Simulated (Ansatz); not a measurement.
C₄H₁₅NSi₂ (`CC(C)(C)N([SiH3])[SiH3]`). Total charge 0; spin multiplicity 1. All single points use the PBE0-D4/def2-TZVP geometry.

```xyz
22

C    -1.238    1.243   -0.463
C    -0.651   -0.066    0.061
C    -1.073   -0.274    1.511
C    -1.188   -1.234   -0.760
N     0.836   -0.012   -0.037
Si    1.747    0.703    1.253
Si    1.609   -0.477   -1.518
H    -0.954    1.402   -1.506
H    -0.872    2.090    0.122
H    -2.329    1.232   -0.404
H    -2.162   -0.332    1.576
H    -0.757    0.555    2.151
H    -0.654   -1.199    1.913
H    -0.957   -1.125   -1.824
H    -2.275   -1.281   -0.671
H    -0.772   -2.181   -0.412
H     1.777   -0.136    2.482
H     3.140    0.885    0.779
H     1.197    2.031    1.649
H     1.559   -1.943   -1.768
H     3.031   -0.067   -1.434
H     0.986    0.186   -2.699
```

(1) What is the dipole moment at r2SCAN/def2-TZVPP? (An estimate is asked.)

(2) And with PBE, B3LYP, ωB97M-V? (An estimate is asked.)

(3) Give the Mulliken charges with r2SCAN, PBE, B3LYP in def2-TZVPP. (Best estimate.)

## Answers

(1) Ansatz gave: 1.61 D, with components (-1.59, -0.18, 0.16) D in this frame, pointing from negative to positive charge.

(2) The calculation gave: PBE 1.56 D, B3LYP 1.53 D, ωB97M-V 1.57 D.

(3) Computed: 
| atom | r2SCAN | PBE | B3LYP |
| --- | --- | --- | --- |
| C1 | -0.22 | -0.26 | -0.28 |
| C2 | 0.32 | 0.19 | 0.23 |
| C3 | -0.22 | -0.28 | -0.30 |
| C4 | -0.22 | -0.28 | -0.30 |
| N5 | -0.34 | -0.17 | -0.28 |
| Si6 | 0.31 | 0.20 | 0.29 |
| Si7 | 0.31 | 0.20 | 0.29 |
| H8 | 0.06 | 0.08 | 0.09 |
| H9 | 0.06 | 0.08 | 0.09 |
| H10 | 0.04 | 0.07 | 0.07 |
| H11 | 0.04 | 0.07 | 0.08 |
| H12 | 0.06 | 0.09 | 0.09 |
| H13 | 0.07 | 0.10 | 0.10 |
| H14 | 0.06 | 0.09 | 0.09 |
| H15 | 0.04 | 0.07 | 0.08 |
| H16 | 0.07 | 0.10 | 0.10 |
| H17 | -0.08 | -0.06 | -0.07 |
| H18 | -0.06 | -0.05 | -0.07 |
| H19 | -0.09 | -0.07 | -0.08 |
| H20 | -0.08 | -0.06 | -0.07 |
| H21 | -0.06 | -0.05 | -0.07 |
| H22 | -0.09 | -0.07 | -0.08 |

B3LYP here is the variant with VWN-RPA as its local correlation; programs differ in this.
